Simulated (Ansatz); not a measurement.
Mulliken charges of `B/C=C(\F)Cl` from r2SCAN/def2-TZVPP in Ansatz (PBE0-D4/def2-TZVP geometry).

```tsv
atom	x (Å)	y (Å)	z (Å)	charge (e)
B1	0.083	-0.698	1.179	-0.006
C2	0.447	0.274	0.062	-0.275
C3	-0.298	0.410	-1.040	0.338
F4	-1.399	-0.267	-1.267	-0.132
Cl5	0.041	1.472	-2.331	-0.032
H6	-0.896	-1.377	1.101	0.011
H7	0.787	-0.778	2.141	0.002
H8	1.327	0.906	0.098	0.093
```

**Question.** By hand: the dipole of these point charges (1 e Å = 4.8032 D).

**Answer.** Σ q r = (0.074, 0.123, -0.108) e Å, of length 0.180 e Å = 0.86 D.

**Question.** How does the dipole of the full density compare? (Estimate.)

**Answer.** The calculation gave: (0.113, 0.173, -0.142) e Å, 1.20 D; the point charges give 0.72 times that, at 3° from its direction.

Point charges leave out the atoms' own dipoles, such as those of lone pairs, and Mulliken's split depends on the basis, so the two needn't agree.
